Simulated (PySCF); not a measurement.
Job for PySCF: R-M06-2X/6-31G* on C5H12 (a complex), monomers drawn apart or pushed together.

```python
from pyscf import gto, scf, dft, mp
from pyscf.data.elements import chemcore

mol = gto.M(
    atom='''
    C     0.47675239   -0.54246415    0.48546450
    C    -0.53375043    0.59854196    0.54134435
    H     0.24210335   -1.24153954   -0.31987256
    H     0.48220180   -1.10433309    1.42064366
    H     1.48864873   -0.16966956    0.31235337
    H    -0.55737082    1.15637557   -0.39714148
    H    -0.29154465    1.30228638    1.33928342
    H    -1.54106553    0.22406547    0.73196965
    C    -1.27793262   -0.38310125    5.30435855
    C     0.04140508   -0.47939419    5.40334126
    C     1.00227935    0.65503610    5.24482918
    H    -1.76248557    0.56387240    5.09452429
    H    -1.92116389   -1.24501662    5.42630260
    H     0.48154113   -1.45135165    5.61144473
    H     1.68976448    0.47128558    4.41411147
    H     0.48228856    1.59511965    5.05667268
    H     1.61732063    0.77649422    6.14096817
    ''',
    basis='6-31g*',
    cart=True,
    charge=0, spin=0, verbose=3, max_memory=1800)
mf = dft.RKS(mol, xc='m062x')
mf.conv_tol = 1e-8
mf.max_cycle = 100
mf.kernel()
if not mf.converged:
    mf = mf.newton().run(mf.mo_coeff, mf.mo_occ)
```

Program output:

```
converged SCF energy = -197.607336230219
```

The calculation finished and met its thresholds.

Cost: roughly 15 core-seconds.
